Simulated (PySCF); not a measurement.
Methyl butyrate, C5H10O2.
Bonds: C1–C2, C2–C3, C3–C4, C4–O5 (double), C4–O6, O6–C7. Hydrogens: H8, H9, H10 on C1; H11, H12 on C2; H13, H14 on C3; H15, H16, H17 on C7.

Computed, not measured: PySCF 2.14.0, PBE0-D3(BJ)/def2-SVP geometry optimisation, gas phase.

Task: What internal coordinates does the optimisation give?

Result: 
```json
{"bond": "C1–C2", "length (Å)": "1.521", "order": "single"}
{"bond": "C2–C3", "length (Å)": "1.521", "order": "single"}
{"bond": "C3–C4", "length (Å)": "1.507", "order": "single"}
{"bond": "C4=O5", "length (Å)": "1.204", "order": "double"}
{"bond": "C4–O6", "length (Å)": "1.339", "order": "single"}
{"bond": "O6–C7", "length (Å)": "1.416", "order": "single"}
{"bond": "C1–H8, C1–H9, C1–H10", "length (Å)": "1.101", "order": "single"}
{"bond": "C2–H11, C2–H12", "length (Å)": "1.102", "order": "single"}
{"bond": "C3–H13, C3–H14", "length (Å)": "1.103", "order": "single"}
{"bond": "C7–H15, C7–H16, C7–H17", "length (Å)": "1.099", "order": "single"}
```

Bonds in one row agree within 0.01 Å and their mean is given. Orders are formal, as drawn. A selection of angles:
```json
{"angle": "C2–C1–H8", "degrees": "111.3"}
{"angle": "H8–C1–H9", "degrees": "108.1"}
{"angle": "C1–C2–C3", "degrees": "113.5"}
{"angle": "C1–C2–H11", "degrees": "109.6"}
{"angle": "C3–C2–H11", "degrees": "108.5"}
{"angle": "C3–C2–H12", "degrees": "108.5"}
{"angle": "H11–C2–H12", "degrees": "106.6"}
{"angle": "C2–C3–C4", "degrees": "113.4"}
{"angle": "C2–C3–H13", "degrees": "111.1"}
{"angle": "C4–C3–H13", "degrees": "106.4"}
{"angle": "C4–C3–H14", "degrees": "108.1"}
{"angle": "H13–C3–H14", "degrees": "105.4"}
{"angle": "C3–C4–O5", "degrees": "125.6"}
{"angle": "C3–C4–O6", "degrees": "111.4"}
{"angle": "O5–C4–O6", "degrees": "123.0"}
{"angle": "C4–O6–C7", "degrees": "115.8"}
{"angle": "O6–C7–H15", "degrees": "110.9"}
{"angle": "O6–C7–H16", "degrees": "106.4"}
{"angle": "H15–C7–H16", "degrees": "110.2"}
{"angle": "H15–C7–H17", "degrees": "108.1"}
```

Torsions: C1–C2–C3–C4 -69° (synclinal); C2–C3–C4–O5 -14° (synperiplanar); C3–C4–O6–C7 178° (antiperiplanar). The mirror-image conformer, all signs reversed, is as good.

O6 (ester single-bonded oxygen) is bent (angle 115.8°). The 3 C–O bonds span 1.204 Å (C4=O5, drawn double) to 1.416 Å (O6–C7, drawn single), a spread of 0.212 Å. Of the pairs four or more bonds apart, O5···H15 is among the closest relative to their van der Waals radii: 2.62 Å, 96 % of the sum of Bondi's values.

Point group: C1 (no symmetry element, even within 0.4 Å). Whether it is a minimum is left open (no frequencies). One conformer, not necessarily the lowest.

On one thread, Intel Xeon Platinum 8488C (x86_64), on a shared host, this took 2.0 min and 0.72 GiB of memory at its peak. These figures are those of the optimisation.
